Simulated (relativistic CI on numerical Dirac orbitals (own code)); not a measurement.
## How well does a small relativistic CI reproduce In3+?

Computed by Dirac-Coulomb-Breit CI, orbitals from a KLI potential per configuration, model QED (radiative potential, 1s self-energy scaled to tabulated hydrogen-like ionisation energies), valence Slater integrals scaled by 0.85, P86 correlation energy added to each configuration (own radial code, finite nucleus).

Configurations in the expansion (outside the closed core [Kr]): 4d¹⁰, 4d⁹5s, 4d⁹4f, 4d⁹5p, 4d⁹5d, 4d⁹6s, 4d⁹6p, 4d⁹6d, 4d⁹5f, 4d⁹5g, 4d⁹6f, 4d⁹6g. Double excitations out of closed p, d and f shells are left out; levels of such configurations are missing from the list, as are those of other unlisted configurations, and high levels can miss mixing partners.

```csv
Configuration,Term (tabulated),J,Measured (cm⁻¹),Computed,Error,Purity (%)
4d¹⁰,1S,0,0.0,0,0,100
4d⁹5s,3D,3,128641.4,133532,4891,100
4d⁹5s,3D,2,130879.2,135793,4914,76
4d⁹5s,3D,1,135791.4,140431,4639,100
4d⁹5s,1D,2,138662.1,143614,4952,76
4d⁹5p,3P°,2,193894.2,197259,3365,90
4d⁹5p,3F°,3,196599.7,200182,3583,60
4d⁹5p,3P°,1,200553.1,203461,2908,90
4d⁹5p,3F°,4,201051.4,203897,2845,100
4d⁹5p,3F°,2,202024.6,205215,3190,85
4d⁹5p,3P°,0,204947.6,207563,2615,100
4d⁹5p,1D°,2,205252.2,208785,3532,66
4d⁹5p,3D°,3,205848.9,209009,3160,69
4d⁹5p,1P°,1,208598.5,212077,3479,84
4d⁹5p,3D°,1,211546.8,214526,2979,78
4d⁹5p,3D°,2,212679.6,215737,3058,60
4d⁹5d,3S,1,285946.9,285334,-613,80
4d⁹5d,3P,2,288732.1,288749,17,67
4d⁹5d,3G,5,289432.9,288510,-923,100
4d⁹5d,3D,3,290845.9,289912,-934,74
4d⁹5d,3P,0,292068.6,292076,7,98
4d⁹5d,3F,4,292221.8,291135,-1087,78
4d⁹5d,3G,3,296394.7,295316,-1079,75
4d⁹5d,3D,1,296723.8,296035,-689,75
4d⁹6s,3D,3,298643.9,297262,-1382,100
4d⁹5d,3F,2,298925.8,297775,-1150,65
4d⁹6s,3D,1,305793.7,304202,-1591,100
4d⁹5d,1S,0,309455.8,311220,1764,88
4d⁹6p,3P°,2,321515.5,319615,-1900,86
4d⁹6p,3F°,4,323452.2,321772,-1681,100
4d⁹6p,3D°,3,324925.2,323544,-1381,81
4d⁹4f,3P°,0,327893.1,331444,3551,97
4d⁹4f,3P°,1,328547.4,332027,3480,90
4d⁹6p,3F°,2,328806.5,327164,-1642,80
4d⁹4f,3P°,2,329640.5,333015,3374,66
4d⁹6p,3P°,0,329773.4,327597,-2176,97
4d⁹4f,3H°,6,330512.3,333581,3069,100
4d⁹4f,3H°,5,330858.3,334203,3345,56
4d⁹6p,3D°,1,331368.5,329758,-1610,86
4d⁹6p,3D°,2,331916.2,330318,-1598,60
4d⁹4f,3D°,3,331945.4,335355,3410,62
4d⁹4f,3F°,4,332541.6,335858,3317,79
4d⁹4f,3G°,5,332819.1,336233,3414,75
```

Measured levels from measured levels as listed in Gamrath, thesis, University of Mons (2023); pairs were made by configuration, J and term (by order where the table uses no LS term), so strongly mixed levels may be paired wrongly.

Mean error by configuration (cm⁻¹): 4d⁹5s 4849; 4d⁹5p 3156; 4d⁹5d -469; 4d⁹6s -1486; 4d⁹6p -1713; 4d⁹4f 3370. Over the excited levels the mean absolute error is 2483 cm⁻¹ (42 of the 69 excited levels that our extract of the source holds in range could be paired, and the others can miss by more), and the median relative error of those above 1,000 cm⁻¹ is 1 %.
